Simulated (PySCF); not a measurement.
Electronic structure of Co⁺ (cobalt, charge +1) at the r2SCAN level

Configuration: [Ar] 3d8, high-spin 3F determinant. All numbers are calculated (PySCF 2.14, the non-relativistic Hamiltonian (point nucleus), in aug-cc-pVQZ).

```
Total energy                                     : -1382.452 hartree
One-electron energy                              : -1910.145 hartree
Hartree (Coulomb) energy                         : 586.936 hartree
Exchange-correlation energy                      : -59.243 hartree
Kinetic energy                                   : 1380.37580 hartree
⟨S²⟩                                             : 2.0020
⟨L²⟩                                             : 12.030
Sum of ⟨r⟩                                       : 17.49 bohr
Sum of ⟨r²⟩                                      : 20.52 bohr²
Density at the nucleus (Gaussians lack the cusp) : 13300 bohr⁻³
Spin density at the nucleus                      : -0.0759 bohr⁻³
Langevin diamagnetic susceptibility              : -16.2 ×10⁻⁶ cm³/mol
```

```json
{"shell": "1s α", "electrons": "1", "mean orbital energy (eV)": "-7544.2", "spread (eV)": "0", "rms radius, mean of both spins (bohr)": "0.0659"}
{"shell": "1s β", "electrons": "1", "mean orbital energy (eV)": "-7544.2", "spread (eV)": "0", "rms radius, mean of both spins (bohr)": "0.0659"}
{"shell": "2s α", "electrons": "1", "mean orbital energy (eV)": "-894.81", "spread (eV)": "0", "rms radius, mean of both spins (bohr)": "0.280"}
{"shell": "2s β", "electrons": "1", "mean orbital energy (eV)": "-893.51", "spread (eV)": "0", "rms radius, mean of both spins (bohr)": "0.280"}
{"shell": "2p α", "electrons": "3", "mean orbital energy (eV)": "-775.53", "spread (eV)": "0", "rms radius, mean of both spins (bohr)": "0.250"}
{"shell": "2p β", "electrons": "3", "mean orbital energy (eV)": "-774.56", "spread (eV)": "0", "rms radius, mean of both spins (bohr)": "0.250"}
{"shell": "3s α", "electrons": "1", "mean orbital energy (eV)": "-107.17", "spread (eV)": "0", "rms radius, mean of both spins (bohr)": "0.847"}
{"shell": "3s β", "electrons": "1", "mean orbital energy (eV)": "-103.89", "spread (eV)": "0", "rms radius, mean of both spins (bohr)": "0.847"}
{"shell": "3p α", "electrons": "3", "mean orbital energy (eV)": "-71.131", "spread (eV)": "0", "rms radius, mean of both spins (bohr)": "0.902"}
{"shell": "3p β", "electrons": "3", "mean orbital energy (eV)": "-68.007", "spread (eV)": "0", "rms radius, mean of both spins (bohr)": "0.902"}
{"shell": "3d α", "electrons": "5", "mean orbital energy (eV)": "-13.088", "spread (eV)": "1.342", "rms radius, mean of both spins (bohr)": "1.31"}
{"shell": "3d β", "electrons": "3", "mean orbital energy (eV)": "-11.709", "spread (eV)": "0", "rms radius, mean of both spins (bohr)": "1.31"}
```
